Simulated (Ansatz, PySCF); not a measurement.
Gas-phase reaction (SMILES): N[SiH](N)N → N[Si](N)N + H atom; the H-Si bond at the site shown breaks (other sites are not compared here).

Geometries: B3LYP-D3(BJ)/def2-TZVP minima from Ansatz (an electronic-structure program), one conformer each, not searched for the lowest. Valence correlation only, unless marked. UHF or UKS for open shells. No spin-orbit coupling. Non-relativistic. CBS(X,Y): correlation extrapolated as X^-3; Hartree-Fock from the larger set. Thermal terms are rigid-rotor harmonic-oscillator values from B3LYP-D3(BJ) frequencies (PySCF) at 298.15 K and 1 atm. 1 Eh = 627.5095 kcal/mol. Atoms have translation alone. Electronic entropy comes from spin alone.

```json
[
 {"species": "N[SiH](N)N", "E, CCSD(T)/CBS(aug-cc-pV(T+d)Z,aug-cc-pV(Q+d)Z) (Ansatz) (Eh)": "-457.49296", "E, PBE/def2-TZVPD (Ansatz) (Eh)": "-457.78861", "H - E (Eh)": "0.09539", "G - E (Eh)": "0.05865"},
 {"species": "N[Si](N)N", "E, CCSD(T)/CBS(aug-cc-pV(T+d)Z,aug-cc-pV(Q+d)Z) (Ansatz) (Eh)": "-456.83189", "E, PBE/def2-TZVPD (Ansatz) (Eh)": "-457.14276", "H - E (Eh)": "0.08558", "G - E (Eh)": "0.04843"},
 {"species": "H atom", "E, CCSD(T)/CBS(aug-cc-pV(T+d)Z,aug-cc-pV(Q+d)Z) (Ansatz) (Eh)": "-0.49995", "E, PBE/def2-TZVPD (Ansatz) (Eh)": "-0.49962", "H - E (Eh)": "0.00236", "G - E (Eh)": "-0.01065"}
]
```

Q: Work out ΔE and ΔH, ΔG, ΔS and the equilibrium constant at 298.15 K at the first level, then ΔH at the second.

A: 
1. ΔE = [(-456.83189) + (-0.49995)] - [(-457.49296)] = 0.16112 Eh = 101.1 kcal/mol at CCSD(T)/CBS(aug-cc-pV(T+d)Z,aug-cc-pV(Q+d)Z).
2. The terms H - E add up to -0.00745 Eh, so ΔH = (0.16112 + (-0.00745))×627.5095 = 96.4 kcal/mol.
3. The terms G - E add up to -0.02087 Eh, so ΔG = 88.0 kcal/mol, and ΔS = (-0.00745 - (-0.02087))×627509.5/298.15 = 28.2 cal/(mol K).
4. log10 K = -ΔG/(RT ln 10) = -64.5, with RT ln 10 = 1.3642 kcal/mol.
5. With ΔH and ΔS taken as constant, ΔG changes sign near ΔH/ΔS = 3420 K, a rough figure that leaves out heat capacities.
6. At PBE/def2-TZVPD the same steps give ΔE = 91.8 and ΔH = 87.1 kcal/mol, a shift of -9.3 from the first level.
7. These values are not checked against measurement here, since the tables used lack a sound gas-phase enthalpy of formation for at least one species.
